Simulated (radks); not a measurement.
The numbers below are computed, except where a source is named.
Spherical quantum dot in the effective-mass picture: electrons in a hard-walled sphere of radius 3.98, with a point charge +1 (a donor) at the centre, all in effective atomic units (hartree* = m*/eps^2 hartree, bohr* = eps/m* bohr), one dielectric constant everywhere. Level of theory: non-relativistic Kohn-Sham, LDA (Slater exchange, Perdew-Wang correlation), spin-polarised, spherical densities (a radial shooting solver with Libxc functionals). Levels are named by radial order and angular momentum (1s, 1p, 1d, 2s, ...), and open shells are averaged over m. Results are scaled to m* = 0.295 and eps = 17.4, for which hartree* = 26.51 meV and bohr* = 3.121 nm. Each electron was tried in the lowest free levels, single moves between levels near the top were tried too, and the lowest total energy was kept; such a search can miss a lower state. At N = 1 the Hartree and exchange-correlation terms need not cancel, so that row can carry a self-interaction error.

N	open shells	2S	E (meV)	mu = E(N) - E(N-1) (meV)	addition energy mu(N+1) - mu(N) (meV)	e(HOMO) (meV)	rms radius (nm)
1	1s(up 1, down 0)	1	-12.1108	-12.111	15.04	-5.8570	4.798
2	none	0	-9.18559	2.9252	21.59	8.1580	5.513
3	1p(up 1, down 0)	1	15.3301	24.516	8.343	28.617	6.456
4	1p(up 2, down 0)	2	48.1888	32.859	8.577	37.132	6.933
5	1p(up 3, down 0)	3	89.6248	41.436	10.84	45.746	7.243
6	1p(up 3, down 1)	2	141.897	52.273	8.147	56.305	7.478
7	1p(up 3, down 2)	1	202.318	60.420	8.307	64.559	7.660
8	none	0	271.044	68.727	17.56	72.902	7.808
9	1d(up 1, down 0)	1	357.330	86.286	8.017	90.286	7.972
10	1d(up 2, down 0)	2	451.633	94.303	8.056	98.327	8.106
11	1d(up 3, down 0)	3	553.992	102.36	8.076	106.39	8.220
12	1d(up 4, down 0)	4	664.428	110.44	8.085	114.48	8.318
13	1d(up 5, down 0)	5	782.948	118.52	10.19	122.56	8.404
14	1d(up 5, down 1)	4	911.660	128.71	7.886	132.65	8.482
15	1d(up 5, down 2)	3	1048.26	136.60	7.924	140.56	8.552
16	1d(up 5, down 3)	2	1192.78	144.52	7.946	148.49	8.614
17	1d(up 5, down 4)	1	1345.25	152.47	7.958	156.45	8.672
18	none	0	1505.67	160.43	13.15	164.41	8.725
19	2s(up 1, down 0)	1	1679.25	173.57	13.73	179.22	8.697
20	2s(up 1, down 0) 1f(up 1, down 0)	2	1866.55	187.30	7.815	191.21	8.753
21	2s(up 1, down 0) 1f(up 2, down 0)	3	2061.66	195.12	7.821	199.03	8.805
22	2s(up 1, down 0) 1f(up 3, down 0)	4	2264.60	202.94	-	206.85	8.853

All shells are closed at N = 2, 8, 18 (there: 1s2 1p6 1d10); the second difference of the energy has clear peaks (12 % above both neighbours; the first and last values, which can be the largest, are not judged, and half-filled shells can peak too) at N = 2, 5, 8, 13.
